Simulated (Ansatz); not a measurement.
Total energies of C₃H₇ClMgO (`CC(C)[O][Mg][Cl]`).

Cartesian coordinates in Å:
```
C 0.304 -1.328 -0.720
C 0.537 0.071 -0.175
C -0.118 1.124 -1.054
O 0.075 0.169 1.128
Mg -0.685 0.242 2.704
Cl -1.597 0.341 4.677
H 0.707 -1.434 -1.730
H -0.768 -1.544 -0.754
H 0.784 -2.071 -0.079
H 1.624 0.258 -0.179
H -1.199 0.959 -1.095
H 0.273 1.090 -2.074
H 0.063 2.123 -0.650
```

Total charge 0; spin multiplicity 1. Correlated methods include outer-core shells of Mg, which these sets cover unevenly. The structure was optimised at the PBE0-D4/def2-TZVP level. It is one conformer, not always the lowest. Basis def2-TZVPP, Ansatz 0.2.0.

RPA on PBE orbitals: Hartree–Fock energy of these orbitals -851.80848 Eh, correlation -1.84498 Eh (frozen core).

```
             functional  energy without D4 (Eh)  D4 term (kJ/mol)
            LDA (SPW92)              -850.14758                 –
                    PBE              -853.68073             -24.5
                 revPBE              -854.04716             -79.4
                   BLYP              -854.16509             -53.8
                 r2SCAN              -854.07983              -6.5
                 B97M-V              -854.06375                 –
                   PBE0              -853.75997             -20.8
                  B3LYP              -854.29041             -39.0
                r2SCANh              -854.06784              -6.8
                r2SCAN0              -854.05103              -7.5
HSE06 (plane-wave form)              -853.73579             -19.3
                  BHLYP              -854.13731             -28.5
              CAM-B3LYP              -854.17172             -21.0
                LC-ωPBE              -853.93194                 –
                ωB97X-V              -854.08615                 –
                ωB97M-V              -854.12361                 –
                 B2PLYP              -853.89149                 –
               PBE-QIDH              -853.62126                 –
```

B3LYP takes the VWN-RPA correlation (the form of Gaussian; ORCA's B3LYP/G). HSE06 is the plane-wave form, built on full-range PBE exchange. The double hybrids freeze the cores in their second-order part.

LC-ωPBE has ω = 0.4 bohr⁻¹.
